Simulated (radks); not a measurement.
Q: These are the eigenvalues of the occupied orbitals of an atom or ion with whole-number occupations (eV). Method: Dirac Kohn-Sham, PBE, spin-unpolarised, spherical densities, point nucleus; computed with a radial shooting solver on a logarithmic mesh with Libxc functionals.

orbital  eigenvalue
1s1/2     -48353.12
2s1/2     -7962.750
2p1/2     -7555.193
2p3/2     -6907.181
3s1/2     -1777.594
3p1/2     -1601.735
3p3/2     -1469.651
3d3/2     -1165.594
3d5/2     -1136.864
4s1/2     -378.4056
4p1/2     -310.4395
4p3/2     -281.1792
4d3/2     -169.2923
4d5/2     -164.0203
5s1/2      -72.7841
5p1/2      -53.8617
5p3/2      -49.6493
4f5/2      -33.4452
4f7/2      -32.7658

Which element is it, and in what charge state? The configuration may be excited. Open shells, if any, are shared by 2j + 1.

A: Z = 63, europium, charge +3: Eu3+ in [Xe] 4f6. The list shows which subshells hold electrons but not how many an open one holds; the 1s level, -1776.9 hartree, gives Z - s = 59.6 by -(Z - s)^2/2, which with screening and relativity narrows Z to a few neighbours, and the depths of the outer levels then fix element, charge and occupations together.
